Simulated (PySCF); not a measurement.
Species: BrGeH5OSi.
Atom-mapped SMILES: `[SiH3:1][O:2][GeH2:3][Br:4]` (hydrogens: H5, H6, H7 on Si1; H8, H9 on Ge3)

The calculation used PySCF, PBE0-D3(BJ)/def2-SVP geometry optimisation, gas phase.

Q: Give the optimised bond lengths and angles.

A: 
```json
{"bond": "Si1–O2", "length (Å)": "1.666"}
{"bond": "O2–Ge3", "length (Å)": "1.760"}
{"bond": "Ge3–Br4", "length (Å)": "2.305"}
{"bond": "Si1–H5, Si1–H6, Si1–H7", "length (Å)": "1.493"}
{"bond": "Ge3–H8, Ge3–H9", "length (Å)": "1.532"}
```

Bonds in one row agree within 0.01 Å and their mean is given. A selection of angles:
```json
{"angle": "O2–Si1–H5", "degrees": "110.2"}
{"angle": "O2–Si1–H6", "degrees": "107.6"}
{"angle": "O2–Si1–H7", "degrees": "110.9"}
{"angle": "H5–Si1–H6", "degrees": "109.3"}
{"angle": "Si1–O2–Ge3", "degrees": "138.3"}
{"angle": "O2–Ge3–Br4", "degrees": "108.1"}
{"angle": "O2–Ge3–H8", "degrees": "109.6"}
{"angle": "O2–Ge3–H9", "degrees": "107.2"}
{"angle": "Br4–Ge3–H8", "degrees": "107.6"}
{"angle": "Br4–Ge3–H9", "degrees": "108.5"}
{"angle": "H8–Ge3–H9", "degrees": "115.5"}
```

Dihedral angles: Si1–O2–Ge3–Br4 -35° (synclinal). The mirror-image conformer, all signs reversed, is as good.

Ge3 (germanium bonded to Br, O and 2 H) is distorted tetrahedral (angles from 107.2° to 115.5°). Si1 (oxygen-bound silicon) is tetrahedral (angles from 107.6° to 110.9°).

Point group: C1 (no symmetry element, even within 0.4 Å). PBE0-D3(BJ)/def2-SVP frequencies: not computed here. The numbers are those of one conformer.

Time: 72 s of wall time. Hardware: an x86-64 server with one thread, shared host. These figures are those of the optimisation.
